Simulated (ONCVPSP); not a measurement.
Which change was made? (C, ONCV)

* Element: carbon (C)
* Generator: ONCVPSP 4.0.1
* Type: optimised norm-conserving Vanderbilt (ONCV)
* Functional: PBEsol
* Relativity: scalar-relativistic
* Frozen core: [He]
* Valence charge: 4
* Reference configuration: 2s1.5 2p2.5
* Partial waves: 2s: rc 1.15 bohr, ncon 3, nbas 7, qcut 4.4 1/bohr, local; 2p: rc 2.15 bohr, ncon 3, nbas 6, qcut 8.2 1/bohr, 2 projectors, debl 2.1 Ha; d scattering state at 0.27 Ha: rc 2.15 bohr, ncon 5, nbas 9, qcut 4 1/bohr, 2 projectors, debl 2.2 Ha
* Local potential: the s channel
* Core correction: Teter function, fcfact 4, rcfact 1.8

Cutoffs, loose and tight: the cutoffs (Ha) at which the residual kinetic energy of the hardest occupied pseudo-wave falls to 1 and 0.1 mHa per electron. They do not see the model core or the augmentation charge, which bear on the density cutoff. Test errors are all-electron minus pseudo excitation energies from the reference, over the configurations 2s2 2p2; 2s2 2p1; 2s2 2p0; 2s1 2p2; variants that change the core or the reference have their own tests.

The base gives: outcome: generated; cutoff, loose: 55 Ha; cutoff, tight: 112 Ha; bound ghosts: none; GHOST(+) flags above zero: none; largest test error (meV): +337.

Task: After one change the result is: outcome: generated; cutoff, loose: 18 Ha; cutoff, tight: 97 Ha; bound ghosts: none; GHOST(+) flags above zero: none; largest test error (meV): +291. Which change was it?
A. p: qcut 6
B. p: rc 1.98
C. s: qcut 5.3; p: qcut 9.8; d: qcut 4.8
D. s: nproj 1; local potential polynomial inside 1.05 bohr (lpopt 3, dvloc0 -1 Ha)

Result: C. The others give: p: rc 1.98 → outcome: generated; cutoff, loose: 55 Ha; cutoff, tight: 112 Ha; bound ghosts: none; GHOST(+) flags above zero: none; largest test error (meV): +256 | p: qcut 6 → outcome: generated; cutoff, loose: 55 Ha; cutoff, tight: 112 Ha; bound ghosts: none; GHOST(+) flags above zero: none; largest test error (meV): +514 | s: nproj 1; local potential polynomial inside 1.05 bohr (lpopt 3, dvloc0 -1 Ha) → outcome: generated; cutoff, loose: 55 Ha; cutoff, tight: 112 Ha; bound ghosts: d; GHOST(+) flags above zero: none; largest test error (meV): +335.
